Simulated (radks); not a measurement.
Results of a calculation; reference values are marked as such.
Species: Al4+. Configuration: [He] 2s2 2p4 4d1 (not the ground configuration). Code: a radial shooting solver on a logarithmic mesh with Libxc functionals. Model: non-relativistic Kohn-Sham, PBE, spin-polarised, spherical densities, point nucleus; open shells are filled with parallel spins first.

Radial electron density D(r) = 4 pi r^2 rho(r):

r (bohr),D(r) (e/bohr),spin D(r)
0.004378,0.3041,-0.0000724
0.005656,0.4909,-0.000112
0.007306,0.7846,-0.000166
0.009437,1.239,-0.000227
0.01219,1.924,-0.000257
0.01575,2.927,-0.000133
0.02034,4.334,0.000494
0.02628,6.200,0.00253
0.03394,8.484,0.00819
0.04384,10.97,0.0226
0.05664,13.18,0.0569
0.07316,14.45,0.133
0.0945,14.17,0.291
0.1221,12.25,0.590
0.1577,9.574,1.10
0.2037,7.760,1.83
0.261,7.930,2.68
0.3372,9.569,3.39
0.4356,10.58,3.53
0.5626,9.193,2.90
0.7268,5.836,1.81
0.9388,2.586,0.853
1.213,0.8009,0.337
1.567,0.1803,0.112
2.024,0.009021,0.00430
2.614,0.08086,0.0807
3.377,0.3102,0.310
4.362,0.3159,0.316
5.634,0.1091,0.109
7.278,0.01290,0.0129
9.402,0.0003937,0.000394

D(r) has 3 maxima, at r = 0.0799, 0.432, 3.87 bohr, and minima at 0.226, 2.14 bohr, inside which lie 2.23, 8.14 electrons.
